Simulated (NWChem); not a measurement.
Program: NWChem. System: diphosphane (H4P2), charge 0, spin multiplicity 1, at a geometry optimised with B3LYP/def2-SVP. Level: CCSD(T)/def2-TZVP, 10 core orbitals frozen.

The NWChem input:

```
start mol
memory heap 100 mb stack 700 mb global 1900 mb
geometry units angstroms nocenter noautoz
  P      1.008557     0.521693     0.000000
  P     -1.008557    -0.521693     0.000000
  H      1.540850    -0.316327     1.031271
  H      1.540850    -0.316327    -1.031271
  H     -1.540850     0.316327     1.031271
  H     -1.540850     0.316327    -1.031271
  symmetry group C2h
end
basis spherical
  * library def2-tzvp
end
scf
  rhf
  nopen 0
  maxiter 100
  thresh 1e-7
  semidirect memsize 60000000 filesize 0
end
tce
  freeze core 10
  ccsd(t)
  2eorb
  2emet 13
  thresh 1e-6
  maxiter 100
  tilesize 24
end
task tce energy
```

Part of the output:

```
             Northwest Computational Chemistry Package (NWChem) 7.3.0
             --------------------------------------------------------

                                NWChem Input Module
                                -------------------

 Scaling coordinates for geometry "geometry" by  1.889725989
 (inverse scale =  0.529177249)

 Turning off AUTOSYM since
 SYMMETRY directive was detected!

                             Geometry "geometry" -> ""
                             -------------------------

 Output coordinates in angstroms (scale by  1.889725989 to convert to a.u.)

  No.       Tag          Charge          X              Y              Z
 ---- ---------------- ---------- -------------- -------------- --------------
    1 P                   15.0000     1.00855700     0.52169300     0.00000000
    2 P                   15.0000    -1.00855700    -0.52169300     0.00000000
    3 H                    1.0000     1.54085000    -0.31632700     1.03127100
    4 H                    1.0000     1.54085000    -0.31632700    -1.03127100
    5 H                    1.0000    -1.54085000     0.31632700     1.03127100
    6 H                    1.0000    -1.54085000     0.31632700    -1.03127100

 Effective nuclear repulsion energy (a.u.)      87.2530186939

            Nuclear Dipole moment (a.u.)
            ----------------------------
        X                 Y               Z
 ---------------- ---------------- ----------------
     0.0000000000     0.0000000000     0.0000000000

      Symmetry information
      --------------------

 Group name             C2h
 Group number             21
 Group order               4
 No. of unique centers     2

      Symmetry unique atoms

     1    3


 Summary of "ao basis" -> "" (spherical)
 ------------------------------------------------------------------------------
       Tag                 Description            Shells   Functions and Types
 ---------------- ------------------------------  ------  ---------------------
 *                         def2-tzvp                  on all atoms

 Summary of "ao basis" -> "ao basis" (spherical)
 ------------------------------------------------------------------------------
       Tag                 Description            Shells   Functions and Types
 ---------------- ------------------------------  ------  ---------------------
 P                         def2-tzvp                13       37   5s5p2d1f
 H                         def2-tzvp                 4        6   3s1p

                                 NWChem SCF Module
                                 -----------------

  ao basis        = "ao basis"
  functions       =    98
  atoms           =     6
  closed shells   =    17
  open shells     =     0
  charge          =   0.00
  wavefunction    = RHF
  use symmetry    = T
  symmetry adapt  = T

 Summary of "ao basis" -> "ao basis" (spherical)
 ------------------------------------------------------------------------------
       Tag                 Description            Shells   Functions and Types
 ---------------- ------------------------------  ------  ---------------------
 P                         def2-tzvp                13       37   5s5p2d1f
 H                         def2-tzvp                 4        6   3s1p

      Symmetry analysis of basis
      --------------------------

        ag         31
        au         18
        bg         18
        bu         31

 Forming initial guess at       0.1s

      Superposition of Atomic Density Guess
      -------------------------------------

 Sum of atomic energies:        -683.30146542

      Non-variational initial energy
      ------------------------------

 Total energy =    -683.778779
 1-e energy   =   -1118.293089
 2-e energy   =     347.261292
 HOMO         =      -0.253807
 LUMO         =       0.027066

      Symmetry analysis of molecular orbitals - initial
      -------------------------------------------------

  Numbering of irreducible representations:

     1 ag          2 au          3 bg          4 bu

  Orbital symmetries:

     1 bu          2 ag          3 ag          4 bu          5 au
     6 bg          7 bu          8 ag          9 ag         10 bu
    11 ag         12 bu         13 au         14 bg         15 ag
    16 bu         17 ag         18 bu         19 ag         20 bg
    21 au         22 bu         23 ag         24 au         25 bu
    26 bg         27 au

 Starting SCF solution at       0.8s

 ----------------------------------------------
         Quadratically convergent ROHF

 Convergence threshold     :          1.000E-07
 Maximum no. of iterations :          100
 Final Fock-matrix accuracy:          1.000E-09
 ----------------------------------------------

              iter       energy          gnorm     gmax       time
             ----- ------------------- --------- --------- --------
                 1     -683.7868043373  4.19D-01  1.29D-01      0.8
                 2     -683.8127438531  1.45D-01  3.33D-02      0.9
                 3     -683.8149509698  1.24D-02  4.01D-03      1.1
                 4     -683.8149767880  4.12D-05  1.21D-05      1.3
                 5     -683.8149767883  4.89D-09  1.77D-09      1.6

       Final RHF  results
       ------------------

         Total SCF energy =   -683.814976788308
      One-electron energy =  -1119.761244960351
      Two-electron energy =    348.693249478147
 Nuclear repulsion energy =     87.253018693895

        Time for solution =      0.8s

       Symmetry analysis of molecular orbitals - final
       -----------------------------------------------
[...]
  Orbital symmetries:

     1 ag          2 bu          3 ag          4 bu          5 au
     6 bg          7 ag          8 bu          9 ag         10 bu
    11 ag         12 bu         13 au         14 bg         15 ag
    16 bu         17 ag         18 bu         19 ag         20 bg
    21 au         22 bu         23 ag         24 au         25 bg
    26 bu         27 bu

             Final eigenvalues
             -----------------

              1
    1  -79.9519
    2  -79.9519
    3   -7.4958
    4   -7.4957
    5   -5.3890
    6   -5.3890
    7   -5.3890
    8   -5.3888
    9   -5.3882
   10   -5.3880
   11   -0.8958
   12   -0.7767
   13   -0.5483
   14   -0.4975
   15   -0.4533
   16   -0.4465
   17   -0.3421
   18    0.1065
   19    0.1186
   20    0.1327
   21    0.1562
   22    0.1837
   23    0.2703
   24    0.2777
   25    0.3196
   26    0.3265
   27    0.3588

                       ROHF Final Molecular Orbital Analysis
                       -------------------------------------

 Vector   15  Occ=2.000000D+00  E=-4.533475D-01  Symmetry=ag
              MO Center= -4.8D-14, -2.3D-14, -8.5D-15, r^2= 2.8D+00
   Bfn.  Coefficient  Atom+Function         Bfn.  Coefficient  Atom+Function
  ----- ------------  ---------------      ----- ------------  ---------------
    15      0.304196  1 P  px                52     -0.304196  2 P  px

 Vector   16  Occ=2.000000D+00  E=-4.464564D-01  Symmetry=bu
              MO Center=  4.7D-14,  2.0D-14,  1.6D-15, r^2= 3.2D+00
   Bfn.  Coefficient  Atom+Function         Bfn.  Coefficient  Atom+Function
  ----- ------------  ---------------      ----- ------------  ---------------
    16      0.268178  1 P  py                53      0.268178  2 P  py
     4      0.244592  1 P  s                 41     -0.244592  2 P  s
     5      0.206736  1 P  s                 42     -0.206736  2 P  s
    19      0.167065  1 P  py                56      0.167065  2 P  py

 Vector   17  Occ=2.000000D+00  E=-3.421366D-01  Symmetry=ag
              MO Center= -1.6D-15, -7.1D-15,  1.8D-14, r^2= 3.8D+00
   Bfn.  Coefficient  Atom+Function         Bfn.  Coefficient  Atom+Function
  ----- ------------  ---------------      ----- ------------  ---------------
    16      0.299474  1 P  py                53     -0.299474  2 P  py
    19      0.258529  1 P  py                56     -0.258529  2 P  py
     5      0.225376  1 P  s                 42      0.225376  2 P  s
     4      0.188449  1 P  s                 41      0.188449  2 P  s

 Vector   18  Occ=0.000000D+00  E= 1.065320D-01  Symmetry=bu
              MO Center=  4.3D-15,  2.5D-15, -6.3D-18, r^2= 6.6D+00
   Bfn.  Coefficient  Atom+Function         Bfn.  Coefficient  Atom+Function
  ----- ------------  ---------------      ----- ------------  ---------------
     5      1.093467  1 P  s                 42     -1.093467  2 P  s
    18     -1.056769  1 P  px                55     -1.056769  2 P  px
    19     -0.488017  1 P  py                56     -0.488017  2 P  py
    15     -0.241752  1 P  px                52     -0.241752  2 P  px

 Vector   19  Occ=0.000000D+00  E= 1.186406D-01  Symmetry=ag
              MO Center=  5.6D-16, -5.4D-16, -6.3D-16, r^2= 6.6D+00
   Bfn.  Coefficient  Atom+Function         Bfn.  Coefficient  Atom+Function
  ----- ------------  ---------------      ----- ------------  ---------------
     5      1.149629  1 P  s                 42      1.149629  2 P  s
    77     -0.904406  3 H  s                 83     -0.904406  4 H  s
    89     -0.904406  5 H  s                 95     -0.904406  6 H  s
    19     -0.750095  1 P  py                56      0.750095  2 P  py
    18      0.560239  1 P  px                55     -0.560239  2 P  px

 Vector   20  Occ=0.000000D+00  E= 1.327427D-01  Symmetry=bg
              MO Center=  3.3D-16,  4.9D-16,  2.7D-16, r^2= 5.7D+00
   Bfn.  Coefficient  Atom+Function         Bfn.  Coefficient  Atom+Function
  ----- ------------  ---------------      ----- ------------  ---------------
    20      1.127796  1 P  pz                57     -1.127796  2 P  pz
    77     -0.822291  3 H  s                 83      0.822291  4 H  s
    89      0.822291  5 H  s                 95     -0.822291  6 H  s

 center of mass
 --------------
 x =   0.00000000 y =   0.00000000 z =   0.00000000

 moments of inertia (a.u.)
 ------------------
          76.958614002244        -109.378926250804           0.000000000000
        -109.378926250804         274.510504100439           0.000000000000
           0.000000000000           0.000000000000         320.848186718289

  Mulliken analysis of the total density
  --------------------------------------

    Atom       Charge   Shell Charges
 -----------   ------   -------------------------------------------------------
    1 P   15    15.11   2.01  0.53  1.44  1.01  0.72  4.17  1.70  0.66  1.83  0.83  0.07  0.14  0.01
    2 P   15    15.11   2.01  0.53  1.44  1.01  0.72  4.17  1.70  0.66  1.83  0.83  0.07  0.14  0.01
    3 H    1     0.95   0.24  0.53  0.17  0.02
    4 H    1     0.95   0.24  0.53  0.17  0.02
    5 H    1     0.95   0.24  0.53  0.17  0.02
    6 H    1     0.95   0.24  0.53  0.17  0.02

       Multipole analysis of the density wrt the origin
       ------------------------------------------------

     L   x y z        total         open         nuclear
     -   - - -        -----         ----         -------
     0   0 0 0     -0.000000      0.000000     34.000000

     1   1 0 0      0.000000      0.000000      0.000000
     1   0 1 0     -0.000000      0.000000      0.000000
     1   0 0 1     -0.000000      0.000000      0.000000

     2   2 0 0    -21.485691      0.000000    142.887181
     2   1 1 0     -1.597492      0.000000     49.405903
     2   1 0 1      0.000000      0.000000      0.000000
     2   0 2 0    -24.726403      0.000000     30.586732
     2   0 1 1      0.000000      0.000000      0.000000
     2   0 0 2    -20.605116      0.000000     15.191591

                   NWChem Extensible Many-Electron Theory Module
                   ---------------------------------------------


            General Information
            -------------------
      Number of processors :     1
         Wavefunction type : Restricted Hartree-Fock
          No. of electrons :    34
           Alpha electrons :    17
            Beta electrons :    17
           No. of orbitals :   196
            Alpha orbitals :    98
             Beta orbitals :    98
        Alpha frozen cores :    10
         Beta frozen cores :    10
     Alpha frozen virtuals :     0
      Beta frozen virtuals :     0
         Spin multiplicity : singlet
    Number of AO functions :    98
       Number of AO shells :    42
        Use of symmetry is : on
      Symmetry adaption is : on
         Schwarz screening : 0.10D-09

          Correlation Information
          -----------------------
          Calculation type : Coupled-cluster singles & doubles w/ perturbation
   Perturbative correction : (T)
            Max iterations :      100
        Residual threshold : 0.10D-05
     T(0) DIIS level shift : 0.00D+00
     L(0) DIIS level shift : 0.00D+00
     T(1) DIIS level shift : 0.00D+00
     L(1) DIIS level shift : 0.00D+00
     T(R) DIIS level shift : 0.00D+00
     T(I) DIIS level shift : 0.00D+00
   CC-T/L Amplitude update :  5-th order DIIS
                I/O scheme : Global Array Library
        L-threshold :  0.10D-05
        EOM-threshold :  0.10D-05
 no EOMCCSD initial starts read in
 TCE RESTART OPTIONS
 SLICE:      F
 D4D5:       F
 quantumc:   F
 qrotation:  F
 pwtce:      F
 qducc:      F
 nacto:                         0
 nrotv:                         0
 nrot:                          0

            Memory Information
            ------------------
          Available GA space size is     249027196 doubles
          Available MA space size is     104852316 doubles

 Maximum block size supplied by input
 Maximum block size        24 doubles

 tile_dim =     24

 -------------------------------------------------

 Global array virtual files algorithm will be used

 Parallel file system coherency ......... OK

 4-electron integrals stored in orbital form

 v2    file size   =          3479749
 4-index algorithm nr.  13 is used
 imaxsize =       30
 imaxsize ichop =        0


CCSD iterations
 ---------------------------------------------------------
 Iter          Residuum       Correlation     Cpu    Wall
 ---------------------------------------------------------
    1   0.1521318036610  -0.3028491597777     0.8     0.8
    2   0.0443234029434  -0.3378672170347     0.8     0.8
    3   0.0164064381112  -0.3460437545405     0.8     0.8
    4   0.0068964987552  -0.3484550908053     0.8     0.8
    5   0.0031820528351  -0.3493365798462     0.8     0.8
    6   0.0007466052746  -0.3499372113837     0.8     0.8
    7   0.0003610483353  -0.3499408323222     0.8     0.8
    8   0.0001944859169  -0.3499484269911     0.8     0.8
    9   0.0001178358757  -0.3499513054796     0.8     0.8
   10   0.0000703125290  -0.3499538330787     0.8     0.8
   11   0.0000093485973  -0.3499574072443     0.8     0.8
   12   0.0000040857521  -0.3499579186859     0.8     0.8
   13   0.0000022007586  -0.3499580858095     0.8     0.8
   14   0.0000012872458  -0.3499581118794     0.8     0.8
   15   0.0000007577960  -0.3499581188008     0.8     0.8
 -----------------------------------------------------------------
 Iterations converged
 CCSD correlation energy / hartree =        -0.349958118800802
 CCSD total energy / hartree       =      -684.164934907109227

 Singles contributions

 Doubles contributions
 CCSD(T)
 Using plain CCSD(T) code
             total no. of tasks          925
 total no. of tasks / no. procs          925
                         wl_min         2304           3.6
                         wl_max       373248           8.5
        thresh for no. of tasks          925

 CCSD[T]  correction energy / hartree =        -0.015039965095923
 CCSD[T] correlation energy / hartree =        -0.364998083896725
 CCSD[T] total energy / hartree       =      -684.179974872205207
 CCSD(T)  correction energy / hartree =        -0.014699980561741
 CCSD(T) correlation energy / hartree =        -0.364658099362543
 CCSD(T) total energy / hartree       =      -684.179634887671000

 Task  times  cpu:       42.8s     wall:       42.8s

 Total times  cpu:       42.8s     wall:       42.8s
```
